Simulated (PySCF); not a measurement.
Species: C₅H₁₃B₂N.
Atom-mapped SMILES: `[BH2:1][N:2]([BH:3][CH2:4][CH:5]=[CH2:6])[CH2:7][CH3:8]` (hydrogens: H9, H10 on B1; H11 on B3; H12, H13 on C4; H14 on C5; H15, H16 on C6; H17, H18 on C7; H19, H20, H21 on C8)

Cartesian coordinates in Å at the PBE0-D3(BJ)/def2-SVP level; atoms count from 1:
```
atom  x, y, z in Å
B1    -1.0425   -1.9100    0.4137
N2    -0.8138   -0.6507   -0.1924
B3     0.4865   -0.1768   -0.5777
C4     1.8392   -0.9464   -0.3258
C5     2.2163   -0.4942    1.0553
C6     3.0099    0.5401    1.3513
C7    -1.9499    0.2619   -0.3743
C8    -2.1228    1.1995    0.8051
H9    -2.1699   -2.2122    0.7341
H10   -0.1267   -2.6702    0.6080
H11    0.5367    0.9342   -1.0644
H12    2.5987   -0.6275   -1.0548
H13    1.7389   -2.0405   -0.3614
H14    1.7341   -1.0363    1.8791
H15    3.5050    1.1247    0.5690
H16    3.2009    0.8308    2.3875
H17   -2.8623   -0.3359   -0.5191
H18   -1.7927    0.8425   -1.2962
H19   -2.9666    1.8869    0.6413
H20   -2.3159    0.6330    1.7297
H21   -1.2140    1.8018    0.9615
```

Computed with PBE0-D3(BJ)/def2-SVP geometry optimisation, gas phase in PySCF 2.14.0.

Masses are those of the commonest isotopes; rigid-rotor values at the optimised geometry. The values belong to one conformer with, in the numbering `[BH2:1][N:2]([BH:3][CH2:4][CH:5]=[CH2:6])[CH2:7][CH3:8]`, B1–N2–B3–C4 -3°, N2–B3–C4–C5 -87°, B3–C4–C5–C6 -93°, B1–N2–C7–C8 91°.

(1) Give the principal moments of inertia and the rotational constants in MHz.

(2) Classify the top.

(3) What does the inertial defect say?

(4) Give the other two planar moments, Paa and Pbb, and the rms extents of the mass along the axes.

(5) Which lines would a microwave search look for?

(6) Estimate the classical rotational partition function at 10 K, 25 K and 500 K.

Answers

(1) Ia = 157.76, Ib = 451.76, Ic = 517.23 u·Å²; 505379 MHz·u·Å²/I gives A = 3203, B = 1119, C = 977.1 MHz.

(2) An asymmetric top; Ray's κ = -0.873.

(3) Not planar: Δ = Ic − Ia − Ib = -92.29 u·Å². For a rigid frame Δ = −2 Σ m c², so Σ m c² = 46.15 u·Å² lies off the ab plane: 17.44 from hydrogen and 28.71 from heavier atoms. The atom farthest from that plane is 1.72 Å away.

(4) Paa = Σ m a² = (Ib + Ic − Ia)/2 = 405.62 and Pbb = Σ m b² = (Ia + Ic − Ib)/2 = 111.62 u·Å². With the mass M = 109.12 u, the rms extents √(P/M) along a, b and c are 1.93, 1.01, 0.65 Å.

(5) The dipole components are |μa| = 0.85 D, |μb| = 0.59 D, |μc| = 0.40 D. The squared components, which scale the intensities, stand as 1.00 : 0.48 : 0.22 (a : b : c). Some lines, for components of 0.1 D or more:

```
type  branch         J(Ka,Kc)    MHz  lower level (cm⁻¹)
   a       Q  2(1,1) ← 2(1,2)    425               0.275
   c       Q  2(1,2) ← 2(0,2)   1950               0.209
   c       Q  1(1,1) ← 1(0,1)   2085               0.070
   a       R  1(0,1) ← 0(0,0)   2096               0.000
   b       R  2(0,2) ← 1(1,1)   2100               0.139
   b       Q  1(1,0) ← 1(0,1)   2226               0.070
   b       Q  2(1,1) ← 2(0,2)   2375               0.209
   a       R  2(1,2) ← 1(1,1)   4050               0.139
   b       R  1(1,1) ← 0(0,0)   4180               0.000
   a       R  2(0,2) ← 1(0,1)   4185               0.070
   c       R  1(1,0) ← 0(0,0)   4322               0.000
   a       R  2(1,1) ← 1(1,0)   4333               0.144
   b       R  2(1,2) ← 1(0,1)   6135               0.070
   c       Q  2(2,1) ← 2(1,1)   6254               0.289
   b       Q  2(2,0) ← 2(1,1)   6261               0.289
   c       R  2(1,1) ← 1(0,1)   6559               0.070
   b       Q  2(2,1) ← 2(1,2)   6679               0.275
   b       R  2(2,1) ← 1(1,0)  10587               0.144
   c       R  2(2,0) ← 1(1,0)  10594               0.144
   c       R  2(2,1) ← 1(1,1)  10729               0.139
   b       R  2(2,0) ← 1(1,1)  10736               0.139
```

(6) Point group C1, symmetry number σ = 1; q = (√π/σ)·√((kT/h)³/(ABC)), k/h = 20836.6 MHz/K: 2850 at 10 K, 11300 at 25 K, 1010000 at 500 K.

Not checked by PBE0-D3(BJ)/def2-SVP frequencies. Zero-point vibration and centrifugal distortion are left out. A rigid rotor knows nothing of internal rotation, which can split or shift real lines. Quadrupole hyperfine structure (11B, 14N) is left out.
